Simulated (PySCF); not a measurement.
C₄H₉NS, SMILES C/C(=N\C)SC.

Geometry: B3LYP-D3(BJ)/def2-SVP. The structure was generated by enumeration; whether it is a known compound was not checked.

Two levels are set side by side: TDA-PBE/def2-SVPD (PySCF) and TDA-M06-2X/def2-SVPD (PySCF). Vertical, same geometry. The lowest singlet is HOMO−1→LUMO 97 % with PBE and HOMO−1→LUMO+1 93 % with the other functional; states are paired by order. Differences are taken from unrounded values.

| quantity | TDA-M06-2X |
|---|---|
| lowest singlet excitation (eV) | 5.13 |
| lowest triplet excitation (TDA) (eV) | 4.43 |
| first bright state (f over 0.05) (eV) | 6.00 |
| its oscillator strength | 0.23 |

**Question.** What does TDA-PBE give, and how far is it from TDA-M06-2X? (Estimate from the structure and the level; the computed values follow.)

**Answer.** 
```tsv
quantity	TDA-PBE	TDA-PBE minus TDA-M06-2X
lowest singlet excitation (eV)	4.99	-0.14
lowest triplet excitation (TDA) (eV)	3.96	-0.46
first bright state (f over 0.05) (eV)	5.24	-0.75
its oscillator strength	0.09	-0.15
```

Rough cost on one machine, each run with all the roots and properties that it gave: TDA-M06-2X against TDA-PBE about 9 times.
